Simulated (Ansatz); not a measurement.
B5⁺. Charge 1, multiplicity 1. Geometry B3LYP-D4/def2-SVP; atoms count from 1.

```tsv
atom	x (Å)	y (Å)	z (Å)
B1	-1.236	0.952	-0.693
B2	1.236	-0.947	0.699
B3	-0.270	-1.361	0.994
B4	0.000	-0.008	-0.010
B5	0.270	1.364	-0.990
```

The restricted singlet is unstable towards broken spin symmetry in Hartree–Fock (as tested in another run); at PBE0-D4/def2-TZVP this wasn't settled. Another isomer (singlet) lies 4.29 eV lower at PBE0-D4/def2-TZVP; other spin states weren't run for this one.

Estimate the Mulliken populations from the PBE0/def2-TZVP orbitals of Ansatz.


```tsv
atom	charge (e)
B1	0.30
B2	0.30
B3	0.30
B4	-0.21
B5	0.30
```
Mulliken values depend strongly on the basis.

And the Mayer bond orders between heavy atoms (over 0.3)?

B1–B4 0.92 (1.71 Å); B1–B5 1.57 (1.59 Å); B2–B3 1.57 (1.59 Å); B2–B4 0.92 (1.71 Å); B3–B4 0.92 (1.71 Å); B4–B5 0.92 (1.71 Å).
